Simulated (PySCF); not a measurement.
## C₆H₁₀O₃Si: full NMR table

```
Formula                               : C6H10O3Si
SMILES                                : O=C(O)C[SiH2]O[C@]12C[C@H]1C2
Point group of the computed structure : C1
Degrees of unsaturation               : 3
Carbon signals                        : 5
Proton signals                        : 6
```

Molfile (atoms numbered from 1):
```
C6H10O3Si
     RDKit          3D

 20 21  0  0  0  0  0  0  0  0999 V2000
    3.9985    0.5110   -0.9643 O   0  0  0  0  0  0  0  0  0  0  0  0
    3.4376    0.2449    0.0673 C   0  0  0  0  0  0  0  0  0  0  0  0
    3.7740    0.8416    1.2266 O   0  0  0  0  0  0  0  0  0  0  0  0
    2.2951   -0.6778    0.2235 C   0  0  0  0  0  0  0  0  0  0  0  0
    0.7387    0.3568   -0.1314 Si  0  0  0  0  0  4  0  0  0  0  0  0
   -0.4291   -0.7503    0.0960 O   0  0  0  0  0  0  0  0  0  0  0  0
   -1.7682   -0.6033   -0.0031 C   0  0  1  0  0  0  0  0  0  0  0  0
   -2.6500   -0.3735   -1.1852 C   0  0  0  0  0  0  0  0  0  0  0  0
   -2.7025    0.5595   -0.0094 C   0  0  1  0  0  0  0  0  0  0  0  0
   -2.8161   -0.4957    1.0541 C   0  0  0  0  0  0  0  0  0  0  0  0
    4.4977    1.4701    1.0783 H   0  0  0  0  0  0  0  0  0  0  0  0
    2.3760   -1.4881   -0.4959 H   0  0  0  0  0  0  0  0  0  0  0  0
    2.2691   -1.0762    1.2340 H   0  0  0  0  0  0  0  0  0  0  0  0
    0.6163    1.4689    0.8164 H   0  0  0  0  0  0  0  0  0  0  0  0
    0.7349    0.8799   -1.4974 H   0  0  0  0  0  0  0  0  0  0  0  0
   -2.1762   -0.0117   -2.0888 H   0  0  0  0  0  0  0  0  0  0  0  0
   -3.4803   -1.0484   -1.3631 H   0  0  0  0  0  0  0  0  0  0  0  0
   -2.5758    1.6167    0.0571 H   0  0  0  0  0  0  0  0  0  0  0  0
   -2.4852   -0.2359    2.0517 H   0  0  0  0  0  0  0  0  0  0  0  0
   -3.6595   -1.1778    1.0346 H   0  0  0  0  0  0  0  0  0  0  0  0
  1  2  2  0
  2  3  1  0
  2  4  1  0
  4  5  1  0
  5  6  1  0
  7  6  1  6
  7  8  1  0
  8  9  1  0
  9 10  1  0
  9  7  1  0
 10  7  1  0
  3 11  1  0
  4 12  1  0
  4 13  1  0
  5 14  1  0
  5 15  1  0
  8 16  1  0
  8 17  1  0
  9 18  1  6
 10 19  1  0
 10 20  1  0
M  END
```

All values are calculated (PySCF 2.14.0 with density-fitted response routines): shielding tensors at PBE0/pcSseg-1 (GIAO), coordinates at the GFN2-xTB level. A single conformation, non-relativistic, fast rotation and ring inversion assumed for equivalent nuclei, isolated molecule.

Referencing at the same level of theory: 1H (σ = 31.72 ppm), 13C (σ = 186.93 ppm), 29Si (σ = 349.16 ppm) vs TMS; H2O for 17O (σ = 336.08 ppm).

| carbon | δC, type | δH (multiplicity) | HMBC from (2–3 bonds) | span of the C tensor (ppm) |
| --- | --- | --- | --- | --- |
| C2 | 175.1, C | – | H14/H15, H12/H13 | 170 |
| C4 | 25.3, CH2 | 2.46 (t) | H14/H15 | 58 |
| C7 | 52.2, C | – | H14/H15, H16/H19, H18, H17/H20 | 88 |
| C8/C10 | 36.0, CH2 | H16 2.00 (m); H17 0.87 (m) | H16/H19, H18, H17/H20 | 29 |
| C9 | 4.4, CH | 1.96 (m) | H16/H19, H17/H20 | 46 |

Other nuclei:
```csv
atoms,nucleus,environment,δ (ppm),σ (ppm)
H11,1H,hydrogen on an acid hydroxyl oxygen,5.79,25.93
H14/H15,1H,"hydrogen on a silicon bonded to C, O",4.84,26.88
Si5,29Si,"silicon bonded to C, O, 2 H",-18.0,367.2
O1,17O,carbonyl oxygen,445.0,-109.0
O3,17O,acid hydroxyl oxygen,216.7,119.4
O6,17O,"oxygen bonded to C, Si",0.4,335.7
```

- Carbon types of the structure: 2 × C, 1 × CH, 3 × CH2, leaving 3 H on heteroatoms.
- δC 175.1: carboxylic acid carbon; it is a carbonyl in resonance with an O or N lone pair, the region of acids, esters and amides.
- δC 52.2, 36.0, 4.4: three-membered-ring carbon.
- δC 25.3: sp3 CH2 bonded to Si, α to a carbonyl; the adjacent C=O deshields it moderately.
- δH 5.79: hydrogen on an acid hydroxyl oxygen; exchangeable; this is the value without hydrogen bonding to other molecules.
- δH 2.46: hydrogen on an sp3 CH2 bonded to Si, α to a carbonyl; α to C=O.

Exchangeable OH/NH protons stand at their gas-phase positions; hydrogen bonding in a real sample shifts them, mostly to higher δ. Shifts are as computed. Against solution values, carbons near 30 ppm lie about +3 ppm off and those near 130 ppm about +5 ppm. Of 1309 compounds with measured shifts, 239 miss one by over three times the rms of a fit or turn the order of signals round; such compounds aren't used in these exercises. In solution the two oxygens of a carboxylic acid exchange roles by proton transfer and give one 17O line. Hydrogen bonding in solution shields acid and N–H amide carbonyl oxygens by tens of ppm. The C=O carbon of an acid or of an amide with N–H lies up to 10 ppm further downfield in solution, through hydrogen bonding that the calculation lacks. Unscaled 17O shifts of doubly bonded oxygen tend to come out too high, by tens of ppm or more. Experimental scales use liquid or dissolved standards, which lie at an offset from isolated H2O (liquid H2O: subtract about 36 ppm). Multiplicities follow the n + 1 count of equivalent neighbours, as no J values were calculated; m marks all less simple cases, F and P coupling included.
